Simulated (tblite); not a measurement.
C6H11FO2Si.
Z-matrix (Å and degrees, GFN2-xTB geometry), rows numbered from 1:
```
C 
C   1  1.5304
C   2  1.4870  1  109.74
Si  3  1.8995  2  122.15  1   -68.37
C   3  1.3463  2  125.86  1   105.93
O   5  1.3835  3  114.93  2  -172.14
C   6  1.4161  5  116.92  3  -124.81
C   5  1.4581  3  125.32  2     1.77
O   8  1.1882  5  130.13  3    16.97
F   8  1.3740  5  111.92  3  -161.66
H   1  1.0874  2  110.12  3   -62.89
H   1  1.0870  2  110.03  3   177.44
H   1  1.0879  2  110.59  3    57.11
H   2  1.0931  1  108.79  3  -118.31
H   2  1.0894  1  109.69  3   122.89
H   4  1.4577  3  110.04  2   111.22
H   4  1.4611  3  108.58  2  -124.82
H   4  1.4676  3  106.37  2    -8.07
H   7  1.0882  6  105.56  5   171.82
H   7  1.0946  6  111.01  5    53.27
H   7  1.0920  6  112.14  5   -69.44
```

Computed values, GFN2-xTB/tblite, gas phase, harmonic and unscaled. Errors from tens to a few hundred cm⁻¹ against measured bands are possible. Modes of hydrogen on silicon can be 10 to 20 % off. One conformer, not necessarily the lowest.

Harmonic wavenumbers (cm⁻¹): 48.8, 51.3, 66.2, 93.1, 126.2, 143.9, 164.1, 196.8, 205.4, 219.4, 271.7, 299.2, 350.5, 431.5, 464.9, 508.2, 554.9, 581.9, 612.3, 654.2, 718.0, 749.3, 783.3, 791.6, 816.9, 842.8, 957.9, 979.5, 1040.7, 1067.8, 1106.6, 1128.5, 1148.0, 1189.0, 1227.6, 1255.7, 1304.8, 1403.5, 1407.3, 1470.4, 1472.5, 1473.4, 1490.9, 1498.7, 1601.8, 1804.7, 2232.1, 2279.8, 2312.4, 2942.7, 2962.0, 2980.6, 3018.2, 3034.6, 3035.0, 3040.4, 3043.5.

A = 1345, B = 959.3, C = 609.1 MHz; mass 162.051 u (most abundant isotopes); point group C1, symmetry number 1.

Task: What is the zero-point energy?

Result: ½Σν̃ = 33828 cm⁻¹ = 96.72 kcal/mol.

Task: What is S at 500 K and 1 bar for an ideal gas of classical rigid rotors and harmonic oscillators?

Result: Translation 43.75, rotation 31.93, vibration 67.79: S = 143.5 cal/(mol K).

Task: And Cp and H(500 K) − H(0)?

Result: Cp = 67.28 cal/(mol K), of which vibrations give 59.34 (their classical limit is 57 R = 113.3); H(500 K) − H(0) = 20.54 kcal/mol without the zero-point energy, 16.57 from vibrations.

Task: Blend soft modes into free rotors: weight 1/[1 + (100 cm⁻¹/ν̃)⁴] for the oscillator and the rest for a rotor with moment μB/(μ + B), μ = h/(8π²ν), B = 10⁻⁴⁴ kg m². What vibrational entropy results?

Result: 61.97 cal/(mol K) in place of 67.79, which changes −T·S at 500 K by +2.91 kcal/mol.

Task: How do the functions run with temperature in this model?

Result: 
```json
{"T (K)": "100", "S (cal/(mol K))": "76.3", "Cp (cal/(mol K))": "24.4", "H − H(0) (kcal/mol)": "1.59", "G − H(0) (kcal/mol)": "-6.04", "ln q(vib)": "2.74"}
{"T (K)": "200", "S (cal/(mol K))": "97.1", "Cp (cal/(mol K))": "36.7", "H − H(0) (kcal/mol)": "4.67", "G − H(0) (kcal/mol)": "-14.76", "ln q(vib)": "6.72"}
{"T (K)": "300", "S (cal/(mol K))": "114.2", "Cp (cal/(mol K))": "48.0", "H − H(0) (kcal/mol)": "8.91", "G − H(0) (kcal/mol)": "-25.35", "ln q(vib)": "10.47"}
{"T (K)": "800", "S (cal/(mol K))": "179.5", "Cp (cal/(mol K))": "86.0", "H − H(0) (kcal/mol)": "43.78", "G − H(0) (kcal/mol)": "-99.85", "ln q(vib)": "26.84"}
{"T (K)": "1000", "S (cal/(mol K))": "199.6", "Cp (cal/(mol K))": "94.1", "H − H(0) (kcal/mol)": "61.83", "G − H(0) (kcal/mol)": "-137.81", "ln q(vib)": "32.49"}
```

q(vib) and H(0) count from the zero-point level.

Task: What must be added to the electronic energy to get the Gibbs energy at 500 K and 1 bar?

Result: ZPE + [H(500 K) − H(0)] − T·S = 96.72 + 20.54 − 71.74 = 45.52 kcal/mol.

Task: Which modes carry the vibrational entropy at 500 K?

Result: 48.8 cm⁻¹: 5.89; 51.3 cm⁻¹: 5.79; 66.2 cm⁻¹: 5.29; 93.1 cm⁻¹: 4.61; 126.2 cm⁻¹: 4.01; 143.9 cm⁻¹: 3.75 cal/(mol K); the other 51 give 38.44 together.

Hindered rotation and anharmonicity are outside this model. Other conformers, if any are populated, would add a mixing term that is left out. The structure is chiral; the term R ln 2 for an equal mix with its mirror image is left out.
